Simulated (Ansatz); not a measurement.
This geometry of C$_{3}$H$_{7}$Al (11 atoms, charge 0, multiplicity 1) is a first-order saddle point.

Computed with RHF/def2-SVP in Ansatz.

```xyz
11
Properties=species:S:1:pos:R:3
C -0.751 1.640 -0.643
C 0.076 1.001 0.171
C 0.817 -0.272 -0.121
Al -0.047 -1.904 0.613
H -1.262 2.542 -0.330
H -0.948 1.292 -1.651
H 0.225 1.415 1.166
H 0.888 -0.423 -1.205
H 1.845 -0.208 0.249
H 0.820 -3.007 1.348
H -1.599 -2.133 0.425
```

Question: Which two structures does it join? (They come from a converged band through this point; their orientation in space is the band's.)

Answer: No bond is made or broken. The dihedral C2–C3–Al4–H10 goes from -77 to 98°. The two ends are copies of one structure, up to a mirror image or an exchange of like atoms.

First end point:

```xyz
11
Properties=species:S:1:pos:R:3
C -0.889 1.375 -0.123
C 0.297 0.874 0.224
C 1.019 -0.248 -0.467
Al -0.119 -1.670 0.309
H -1.369 2.142 0.471
H -1.403 1.063 -1.027
H 0.748 1.242 1.143
H 0.911 -0.192 -1.552
H 2.079 -0.261 -0.212
H 0.104 -2.135 1.804
H -1.314 -2.247 -0.550
```

Last end point:

```xyz
11
Properties=species:S:1:pos:R:3
C -0.891 1.372 -0.127
C 0.296 0.876 0.223
C 1.020 -0.247 -0.464
Al -0.119 -1.668 0.313
H -1.373 2.141 0.462
H -1.401 1.056 -1.032
H 0.746 1.249 1.139
H 0.916 -0.193 -1.549
H 2.078 -0.260 -0.205
H -1.304 -2.258 -0.551
H 0.098 -2.124 1.810
```

Question: How far does it lie above each of them?

Answer: 0.053 eV above the first and 0.053 eV above the second. This is the barrier of this one path; another mechanism may lie lower.

Time of the run: 2.1 min on 1 thread of Arm Neoverse V1, on a shared host, peak memory 0.17 GiB.
